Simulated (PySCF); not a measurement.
A survey of 17O NMR shifts

One computed conformer, no relativistic terms, one averaged value for each set of equivalent atoms, isolated molecule. Geometry from GFN2-xTB; shielding tensors at PBE0/pcSseg-1 (GIAO); PySCF.

Shieldings were converted by a linear fit to measured shifts: 17O: δ = 266.70 − 0.911σ (rms 10.7 ppm, 155 shifts, 12.2 ppm with the 3 outliers that the fit left out vs liquid water, solution or neat liquid). Occasional misses reach two or three times the rms, and more in compound classes unlike the fitted ones.

**Question.** Give the 17O shifts of `CC(=O)c1ccc(C(=O)F)s1`, `CC[S@@](C)=O`, `FC(F)OC1=CC=C[SiH2]1`.

**Answer.** 
| compound | environment | δ (ppm) |
| --- | --- | --- |
| [CH3:1][C:2](=[O:3])[c:4]1[cH:5][cH:6][c:7]([C:8](=[O:9])[F:10])[s:11]1 | O3: ketone oxygen | 555.6 |
| [CH3:1][C:2](=[O:3])[c:4]1[cH:5][cH:6][c:7]([C:8](=[O:9])[F:10])[s:11]1 | O9: carbonyl oxygen | 352.4 |
| CC[S@@](C)=O | S=O oxygen | -0.4 |
| FC(F)OC1=CC=C[SiH2]1 | ether oxygen | 127.5 |

**Question.** Match the shifts 573.1, 233.5, 127.5, 66.2, -3.1 ppm to `COC1=C(F)[SiH2]C=C1F`, `CC(=S)c1ccc(C#N)o1`, `O=CC([SiH3])([SiH3])[SiH2]C1CC1`, `C#C[SiH2][C@@H]([SiH3])[SiH2]OCC`, `FC(F)OC1=CC=C[SiH2]1`.

**Answer.** 573.1: O=CC([SiH3])([SiH3])[SiH2]C1CC1 (aldehyde oxygen); 233.5: CC(=S)c1ccc(C#N)o1 (aromatic ring oxygen); 127.5: FC(F)OC1=CC=C[SiH2]1 (ether oxygen); 66.2: COC1=C(F)[SiH2]C=C1F (ether oxygen); -3.1: C#C[SiH2][C@@H]([SiH3])[SiH2]OCC (oxygen bonded to C, Si).
